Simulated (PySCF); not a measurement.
1,2-BN cyclohexene, C₄H₁₀BN.
Numbering: `[BH:1]1[CH2:2][CH2:3][CH2:4][CH2:5][NH:6]1` (hydrogens: H7 on B1; H8, H9 on C2; H10, H11 on C3; H12, H13 on C4; H14, H15 on C5; H16 on N6)

Structure used (PBE0-D3(BJ)/def2-TZVP), in Å, numbered top down from 1:
```
atom  x, y, z in Å
B1     0.044    0.899    1.318
C2     1.344    0.477    0.539
C3     1.082   -0.620   -0.492
C4    -0.227   -0.365   -1.226
C5    -1.414   -0.407   -0.280
N6    -1.194    0.445    0.876
H7     0.064    1.614    2.283
H8     2.130    0.182    1.241
H9     1.739    1.375    0.043
H10    1.019   -1.591    0.014
H11    1.905   -0.700   -1.208
H12   -0.187    0.620   -1.705
H13   -0.382   -1.101   -2.020
H14   -1.590   -1.443    0.041
H15   -2.318   -0.082   -0.805
H16   -2.031    0.691    1.378
```

The closed-shell ground state was solved at several levels (PySCF, density fitting, gas phase, non-relativistic). One conformer (not necessarily the lowest) at the PBE0-D3(BJ)/def2-TZVP geometry, without solvent, vibrations or thermal averaging.

```
           level  basis functions  total energy (Eh)  HOMO (eV)  LUMO (eV)  gap (eV)  dipole (D)
  B97-2/pcSseg-2              356          -238.0970      -7.23       0.46      7.69        1.55
wB97X-D/pcSseg-2              356          -238.1082      -9.38       2.12     11.50        1.56
    KT3/pcSseg-2              356          -242.0571      -6.29      -0.45      5.84        1.56
```

(1) Estimate the row for PBE0/pcSseg-2, a basis of 356 functions; the other rows only guide the guess.

(2) Over all these levels, which gives the widest orbital gap and which the narrowest?

(3) In the pcSseg-2 basis, how does the gap go with the fixed share of exact exchange?

(4) How far do the dipole and the HOMO energy spread over the levels?

Results:

(1) Total energy -237.8893 Eh, HOMO -7.50 eV, LUMO 0.43 eV, gap 7.93 eV, dipole 1.57 D.

(2) wB97X-D/pcSseg-2 (range-separated hybrid) has the widest, 11.50 eV, and KT3/pcSseg-2 (GGA) the narrowest, 5.84 eV. From the narrowest to the widest the HOMO moves by -3.09 eV and the LUMO by +2.57 eV.

(3) KT3 (0 %) 5.84 eV; B97-2 (21 %) 7.69 eV; PBE0 (25 %) 7.93 eV. Each rise in the share widens the gap here.

(4) The dipole runs from 1.55 to 1.57 D (mean 1.56 D) and the HOMO from -9.38 to -6.29 eV.

wB97X-D is run here without its empirical dispersion term; that term would change no orbital, density or response property at a fixed geometry.
